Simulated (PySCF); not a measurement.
Computed shifts of a molecule C3H7NSi, PBE/pcSseg-1 run with PySCF, GIAO, gas phase, atoms alike by connectivity averaged where their shifts nearly agree, in ppm (number of nuclei): ¹⁵N: 56.6 (1). ¹³C: 232.7 (1), 106.8 (1), 94.5 (1). ²⁹Si: -73.7 (1). ¹H: 6.38 (1), 6.26 (1), 4.61 (3), 1.65 (1), 1.48 (1). References: ¹⁵N against NH3 (σ = 267.0 ppm); ¹³C against TMS (σ = 182.0 ppm); ²⁹Si against TMS (σ = 335.4 ppm); ¹H against TMS (σ = 31.49 ppm), references at their B3LYP-D3(BJ)/def2-TZVP geometries, non-relativistic. Geometry optimised at r2SCAN-D4/def2-SVP. Other conformers were not sampled.

### Question
Identify the compound among the candidates.
(A) C=C=C[SiH2]N
(B) C#CCN[SiH3]
(C) NC=C=C[SiH3]
(D) C[Si@@H]1C=NC1

### Answer
C, NC=C=C[SiH3]
